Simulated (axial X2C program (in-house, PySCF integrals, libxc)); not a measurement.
ScCl: cheaper levels and CCSD(T), two-component

Calculated with an axial X2C code built on PySCF integrals. Two-component (2c) means X2C with spin–orbit coupling and atomic mean-field two-electron Coulomb and Gaunt terms. Basis: Sc dyall-cv3z [10s11p7d5f2g], Cl dyall-av3z [9s8p3d2f] (cores contracted in-house); Gaussian nuclei, density fitting, unrestricted open shells. Masses: Sc 44.956 u, Cl 34.969 u.

State: Ω = 1 (⟨Sz⟩ = -1.00, ⟨Lz⟩ = 2.00 at HF); fragments Sc + Cl.

```csv
level,Re (Å),ωe (cm⁻¹),De (eV)
PBE0,2.310,402.0,4.61
HF,2.404,375.9,3.77
MP2,2.383,377.8,4.51
CCSD,2.378,380.7,4.11
TPSSh,2.308,402.2,4.59
```

Correlated methods: 10 electrons correlated (number of frozen shells: Sc 3 s, 2 p; Cl 2 s, 1 p), 300 virtual spin orbitals or spinors in MP2, 90 natural virtuals in coupled cluster.

CCSD(T), same Hamiltonian and basis:

Re = 2.377 Å, ωe = 379.9 cm⁻¹, De = 4.19 eV; T1 = 0.015 (Lee–Taylor normalisation).

(1) Give the differences from CCSD(T) in the columns below.

The state is one determinant whose occupation by symmetry is held fixed; it was picked as the lowest of a PBE0 search that is not exhaustive. Dissociation energies refer to the lowest single-determinant-based atoms at the same level and basis. Density functionals use the spin component along the axis (collinear). Coupled cluster ran in a truncated set of natural virtual spinors; the MP2 energy of the rest was added. (T) has no such correction and the atoms are truncated less, which lowers De at CCSD(T) by a hundredth of an eV or more. In 2c an atomic determinant is not the ground J level, so De misses part of the atomic spin–orbit lowering. This holds for PBE0, TPSSh. Other states lie close and PBE0, whose exact exchange favours high spin, may order them wrongly; the determinant shown need not be the ground state. The nearest other 2c determinant of the search, Ω = 3, lies 0.02 eV up at the distance of the search. The functionals have no current-density term, which raises determinants with orbital currents, atoms included. With several unpaired electrons one determinant need not be a pure state. The outer-core s and p shells of the metal are frozen in the correlated rows, which leaves out core–valence correlation; for alkali and alkaline-earth bonds that tends to lengthen them.

## Answers

(1) 

| level | ΔRe (Å) | Δωe (cm⁻¹) | ΔDe (eV) |
| --- | --- | --- | --- |
| PBE0 | -0.067 | 22 | 0.42 |
| HF | 0.027 | -4 | -0.42 |
| MP2 | 0.006 | -2 | 0.32 |
| CCSD | 0.001 | 1 | -0.08 |
| TPSSh | -0.069 | 22 | 0.40 |
